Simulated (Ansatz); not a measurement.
`CBBF` + HCl → `FBBCl` + CH₄ at 298.15 K and 1 bar (ligand exchange at a B–C bond).

Isolated molecules relaxed with PBE0-D4/def2-TZVP in Ansatz; ΔE leaves out vibrations. CBS: MP2 limit from def2 TZ/QZ plus the TZ coupled-cluster correction, frozen cores. This one scheme is used for every species. Each species was taken in one conformer, which may not be the lowest.

| species | CCSD(T)/CBS energy (Eh) | H − E (kJ/mol) | S (J/(mol·K)) |
| --- | --- | --- | --- |
| `CBBF` | -190.46132 | 183.3 | 310.6 |
| HCl | -460.38127 | 26.6 | 186.8 |
| `FBBCl` | -610.41691 | 90.3 | 305.3 |
| CH₄ | -40.46206 | 127.4 | 186.2 |

H − E and S are ideal-gas, rigid-rotor, harmonic terms from PBE0-D4/def2-TZVP, for one conformer and one mirror image of each species. 1 Eh = 2625.50 kJ/mol, R = 8.31446 J/(mol·K).

Q: By hand: ΔE, ΔH, ΔS and ΔG.

A: ΔE = (-610.41691) + (-40.46206) − (-190.46132) − (-460.38127) = -0.03638 Eh = -95.5 kJ/mol. Δ(H − E) = 90.3 + 127.4 − 183.3 − 26.6 = 7.8, so ΔH = -87.7 kJ/mol. ΔS = 305.3 + 186.2 − 310.6 − 186.8 = -5.9 J/(mol·K). ΔG = -87.7 − 298.15 × (-5.9)/1000 = -85.9 kJ/mol.

Q: By hand: the equilibrium constant, and the temperature at which ΔG would vanish if ΔH and ΔS stayed fixed.

A: log₁₀ K = −ΔG/(RT ln 10) = 15.0. ΔG = 0 at ΔH/ΔS = 14864 K, far beyond where these terms or the molecules hold.

The number of gas molecules stays the same, so ΔS is small and ΔH decides. A doubt of 5 kJ/mol in ΔE shifts log₁₀ K by 0.9 here. Other conformers and mirror images would add mixing entropy, several J/(mol·K) or more a flexible species. These are equilibria of isolated gas molecules and say nothing of rates. Largest T1 diagnostic: 0.014 (customary marks: 0.02 for closed shells, 0.045 for open ones).
